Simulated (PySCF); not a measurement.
**`S(C)(=O)(=O)/C=C/O`, C3H6O3S**

Geometry:
```csv
atom,x (Å),y (Å),z (Å)
C1,-1.954,0.354,-0.545
S2,-0.819,-0.173,0.769
O3,-1.233,0.449,1.996
O4,-0.719,-1.608,0.736
C5,0.744,0.504,0.263
C6,1.707,-0.344,-0.066
O7,2.936,0.034,-0.462
H8,-1.599,-0.063,-1.478
H9,-1.961,1.436,-0.570
H10,-2.940,-0.026,-0.308
H11,0.847,1.572,0.288
H12,1.485,-1.404,-0.020
H13,3.501,-0.731,-0.621
```

Theory: quadratic response HCTH407/aug-cc-pVDZ first hyperpolarisability, Taylor convention, IEF-PCM tetrahydrofuran (non-equilibrium response, no local-field factor) in PySCF. Geometry: GFN2-xTB.

**Question.** Give the tensor of the second harmonic β(−2ω;ω,ω) at 1064 nm in the axes of these coordinates.

**Answer.** In au, Taylor convention; rows are the first index (the induced dipole):
|  | xx | yy | zz | xy | xz | yz |
| --- | --- | --- | --- | --- | --- | --- |
| x | +269.7 | +4.7 | +57.6 | +39.9 | -6.0 | -33.6 |
| y | +34.1 | -69.7 | -9.0 | +3.5 | -32.4 | +10.6 |
| z | -9.1 | +10.1 | +12.7 | -33.3 | +54.5 | -7.7 |

Norm of βᵢ = ⅓ Σⱼ (βᵢⱼⱼ + βⱼᵢⱼ + βⱼⱼᵢ): 331.9 au, hyper-Rayleigh value 133.7 au.
